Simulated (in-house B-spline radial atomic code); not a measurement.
## B97-1 excitations of O6+

Method: B97-1. Computed with an all-electron radial atomic-structure program (B-spline basis): linear response of the closed shell 1s2 with the functional's adiabatic kernel; non-relativistic, point nucleus, no spin-orbit coupling, no double excitations, S, P, D and F terms only.

Command:
```bash
python run_td.py task.json out
```
Settings (radii: box in bohr, nucleus in fm):
```
Z                        8
electrons                2
configuration            1s2
hamiltonian              nr
method                   b97_1
box_radius               14.35
intervals                47
```

Cost of the run: 0.1 s on 1 thread of Intel(R) Xeon(R) Platinum 8488C (Sapphire Rapids), on a shared host.

The lowest states, in the order of their Tamm-Dancoff energies; the method's threshold (minus the highest occupied level) is 702.40 eV. Labels give the largest channel, * marks a mixed state, and oscillator strengths are full-response dipole values. Semilocal kernels can invert the small singlet-triplet splittings of Rydberg terms. Energies in eV:

```tsv
state	full response	Tamm-Dancoff	oscillator strength
1s → 2s 3S	?	?	-
1s → 2s 1S	555.29	555.39	-
1s → 2p 3P	556.32	556.34	-
1s → 2p 1P	561.32	561.35	0.641
1s → 3s 3S	638.15	638.16	-
1s → 3s 1S	639.97	639.99	-
1s → 3p 3P	640.80	640.80	-
1s → 3p 1P	642.01	642.02	0.129
1s → 3d 3D	642.49	642.49	-
1s → 3d 1D	642.96	642.96	-
1s → 4s 3S	667.20	667.20	-
1s → 4s 1S	?	?	-
1s → 4p 3P	668.28	668.28	-
1s → 4p 1P	668.77	668.78	0.0487
1s → 4d 3D	668.93	668.93	-
1s → 4d 1D	669.08	669.08	-
```

Question: Where does 1s → 2s 3S lie?

Answer: At 547.26 eV in full response, 547.29 eV in Tamm-Dancoff.

Question: Where does 1s → 4s 1S lie?

Answer: At 667.92 eV in full response, 667.93 eV in Tamm-Dancoff.

Question: How large is the singlet-triplet splitting of 1s → 2s (S terms) in Tamm-Dancoff?

Answer: 8.1 eV, from the unrounded values.

Question: What polarisabilities and dispersion coefficient does the method give?

Answer: Dipole 0.0027 bohr³, quadrupole 0.0001701 bohr⁵, C6 0.0001331 hartree·bohr⁶ for two such species.
